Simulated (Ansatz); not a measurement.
`C[Se][SiH2]S`, charge 0, multiplicity 1.

Problem. Give a relaxed structure at PBE0-D4/def2-TZVP (Ansatz). (An estimate is asked.)

Solution. Ansatz gave: 
```xyz
10

C    -1.024    0.224   -1.453
Se    0.720   -0.639   -1.247
Si    1.171    0.143    0.826
S    -0.326   -0.357    2.268
H    -1.655   -0.015   -0.599
H    -1.463   -0.181   -2.363
H    -0.900    1.301   -1.550
H     1.197    1.626    0.877
H     2.500   -0.421    1.168
H    -0.220   -1.683    2.072
```
This is one stationary point; other conformers may exist.
